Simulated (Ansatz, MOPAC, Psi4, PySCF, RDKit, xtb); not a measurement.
Dimer: HF (SMILES F) (first 2 atoms) with CH4O (SMILES CO); geometry from B3LYP-D3(BJ)/def2-TZVP, rigid monomers moved along the line of their centres of mass till H2···O4 is 1.89 Å.
(charge 0, multiplicity 1):
```csv
atom,x (Å),y (Å),z (Å)
F,0.0851,0.0129,0.2358
H,-0.2159,-0.0603,1.1336
C,0.5075,0.4024,3.7597
O,-0.5618,-0.1573,2.9859
H,0.2359,0.4546,4.8158
H,0.6665,1.4095,3.3819
H,1.4293,-0.1715,3.6408
H,-0.7368,-1.0572,3.2813
```

```json
[
 {"level": "UFF", "interaction energy (kcal/mol)": "24.70", "minus MP2/CBS(aug-cc-pVDZ, aug-cc-pVTZ) + ΔCCSD(T)/aug-cc-pVDZ": "33.94", "cost": "-"},
 {"level": "PM3", "interaction energy (kcal/mol)": "-4.36", "minus MP2/CBS(aug-cc-pVDZ, aug-cc-pVTZ) + ΔCCSD(T)/aug-cc-pVDZ": "4.87", "cost": "-"},
 {"level": "PM6", "interaction energy (kcal/mol)": "-4.80", "minus MP2/CBS(aug-cc-pVDZ, aug-cc-pVTZ) + ΔCCSD(T)/aug-cc-pVDZ": "4.44", "cost": "-"},
 {"level": "PM7", "interaction energy (kcal/mol)": "-4.26", "minus MP2/CBS(aug-cc-pVDZ, aug-cc-pVTZ) + ΔCCSD(T)/aug-cc-pVDZ": "4.97", "cost": "-"},
 {"level": "GFN1-xTB", "interaction energy (kcal/mol)": "-7.72", "minus MP2/CBS(aug-cc-pVDZ, aug-cc-pVTZ) + ΔCCSD(T)/aug-cc-pVDZ": "1.51", "cost": "-"},
 {"level": "HF/3-21G (no counterpoise)", "interaction energy (kcal/mol)": "-14.40", "minus MP2/CBS(aug-cc-pVDZ, aug-cc-pVTZ) + ΔCCSD(T)/aug-cc-pVDZ": "-5.17", "cost": "-"},
 {"level": "PBE/def2-TZVPPD", "interaction energy (kcal/mol)": "-9.38", "minus MP2/CBS(aug-cc-pVDZ, aug-cc-pVTZ) + ΔCCSD(T)/aug-cc-pVDZ": "-0.14", "cost": "×1"},
 {"level": "PBE-D4/def2-TZVPPD", "interaction energy (kcal/mol)": "-9.82", "minus MP2/CBS(aug-cc-pVDZ, aug-cc-pVTZ) + ΔCCSD(T)/aug-cc-pVDZ": "-0.58", "cost": "×1"},
 {"level": "BP86/6-31G* (no counterpoise)", "interaction energy (kcal/mol)": "-10.47", "minus MP2/CBS(aug-cc-pVDZ, aug-cc-pVTZ) + ΔCCSD(T)/aug-cc-pVDZ": "-1.23", "cost": "-"},
 {"level": "r2SCAN/def2-TZVPPD", "interaction energy (kcal/mol)": "-9.70", "minus MP2/CBS(aug-cc-pVDZ, aug-cc-pVTZ) + ΔCCSD(T)/aug-cc-pVDZ": "-0.47", "cost": "×2"},
 {"level": "B3LYP/6-31G* (no counterpoise)", "interaction energy (kcal/mol)": "-11.11", "minus MP2/CBS(aug-cc-pVDZ, aug-cc-pVTZ) + ΔCCSD(T)/aug-cc-pVDZ": "-1.87", "cost": "-"},
 {"level": "B3LYP/6-311+G** (no counterpoise)", "interaction energy (kcal/mol)": "-10.38", "minus MP2/CBS(aug-cc-pVDZ, aug-cc-pVTZ) + ΔCCSD(T)/aug-cc-pVDZ": "-1.14", "cost": "-"},
 {"level": "B3LYP-D4/def2-TZVPPD", "interaction energy (kcal/mol)": "-9.72", "minus MP2/CBS(aug-cc-pVDZ, aug-cc-pVTZ) + ΔCCSD(T)/aug-cc-pVDZ": "-0.49", "cost": "×1"},
 {"level": "M06-2X/6-31G* (no counterpoise)", "interaction energy (kcal/mol)": "-11.13", "minus MP2/CBS(aug-cc-pVDZ, aug-cc-pVTZ) + ΔCCSD(T)/aug-cc-pVDZ": "-1.90", "cost": "-"},
 {"level": "wB97X-V/def2-TZVPPD", "interaction energy (kcal/mol)": "-9.59", "minus MP2/CBS(aug-cc-pVDZ, aug-cc-pVTZ) + ΔCCSD(T)/aug-cc-pVDZ": "-0.35", "cost": "×3"},
 {"level": "SCS-MP2/aug-cc-pVTZ", "interaction energy (kcal/mol)": "-8.66", "minus MP2/CBS(aug-cc-pVDZ, aug-cc-pVTZ) + ΔCCSD(T)/aug-cc-pVDZ": "0.57", "cost": "-"},
 {"level": "CCSD/aug-cc-pVDZ", "interaction energy (kcal/mol)": "-8.57", "minus MP2/CBS(aug-cc-pVDZ, aug-cc-pVTZ) + ΔCCSD(T)/aug-cc-pVDZ": "0.67", "cost": "-"},
 {"level": "CCSD(T)/aug-cc-pVDZ", "interaction energy (kcal/mol)": "-8.73", "minus MP2/CBS(aug-cc-pVDZ, aug-cc-pVTZ) + ΔCCSD(T)/aug-cc-pVDZ": "0.50", "cost": "×5"},
 {"level": "MP2/CBS(aug-cc-pVDZ, aug-cc-pVTZ) + ΔCCSD(T)/aug-cc-pVDZ", "interaction energy (kcal/mol)": "-9.24", "minus MP2/CBS(aug-cc-pVDZ, aug-cc-pVTZ) + ΔCCSD(T)/aug-cc-pVDZ": "0.00", "cost": "×8"},
 {"level": "SAPT0/jun-cc-pV(D+d)Z", "interaction energy (kcal/mol)": "-9.91", "minus MP2/CBS(aug-cc-pVDZ, aug-cc-pVTZ) + ΔCCSD(T)/aug-cc-pVDZ": "-0.68", "cost": "-"}
]
```

 The comparison column counts from a level with limits of its own.

The rows run from -14.40 (HF/3-21G (no counterpoise)) to 24.70 kcal/mol (UFF). The dispersion term adds -0.44 in PBE-D4. The 3 functionals in def2-TZVPPD without D3 or D4 span 0.32, from r2SCAN to PBE.

Counterpoise-corrected where a basis set is named; no monomer relaxation. Rows marked so take none. RDKit's UFF carries no charges.

Cores are frozen in the correlated methods. CBS: X⁻³ extrapolation of the correlation energy, Hartree–Fock from the larger set. Rows in 3-21G, 6-311+G**, 6-31G* carry no dispersion term and start afresh at each structure (6-31G* with six Cartesian d functions). The state that PM3, PM6, PM7 reach isn't checked; PM7 holds dispersion and hydrogen-bond terms.

Programs: Ansatz (a first-principles code) with Gaussian orbitals; MOPAC for PM3, PM6, PM7 (differences of heats of formation); Psi4 for SAPT; PySCF for 3-21G rows, 6-311+G** rows, 6-31G* rows, the dispersion terms; RDKit for the force fields; xtb for the GFN methods. 

Costs are rough ratios of core time to PBE/def2-TZVPPD (about 4 s over the structures, on one shared machine); a dash marks a level with no comparable run of its own.
